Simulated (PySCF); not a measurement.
# Potential energy of SrCl along the bond

Set-up: Sr x2c-TZVPall, Cl x2c-TZVPall; spin-free X2C with a Gaussian nucleus (PySCF 2.14). Energies in eV from Sr + Cl in their ground configurations at the same level. State: ²Σ⁺ (doublet), unpaired electrons σ ↑.

All columns are PBE0. A positive dipole means Sr(−)Cl(+).

```
R (Å)  E (eV)  μ (D)  Mulliken charge on Sr (basis-dependent)  HOMO (eV)  LUMO (eV)  Mayer bond order  ⟨S²⟩
2.206  -3.466  -2.90                                     0.52      -3.77      -1.78              0.93  0.75
2.308  -3.958  -3.32                                     0.54      -3.88      -1.87              0.87  0.75
2.411  -4.225  -3.78                                     0.56      -4.00      -1.97              0.83  0.75
2.488  -4.317  -4.15                                     0.57      -4.08      -2.04              0.81  0.75
2.565  -4.342  -4.53                                     0.58      -4.16      -2.11              0.79  0.75
2.642  -4.316  -4.93                                     0.58      -4.25      -2.18              0.78  0.75
2.745  -4.226  -5.48                                     0.59      -4.35      -2.28              0.77  0.75
2.873  -4.054  -6.17                                     0.59      -4.48      -2.40              0.75  0.75
3.027  -3.801  -7.02                                     0.60      -4.63      -2.54              0.73  0.75
3.232  -3.434  -8.17                                     0.62      -4.81      -2.73              0.70  0.75
```

A fit through these points gives, at Re = 2.561 Å, μ = -4.51 D and dμ/dR = -5.08 D/Å; the reduced mass is 25.02 u.

**Question.** How strong is the fundamental in the double-harmonic approximation, I = 42.26·(dμ/dR)²/μred km/mol?

**Answer.** I = 42.26·(-5.08)²/25.02 = 43.6 km/mol at PBE0.

Spin–orbit coupling is left out. The state was picked by a PBE0 search and need not be the measured ground state.
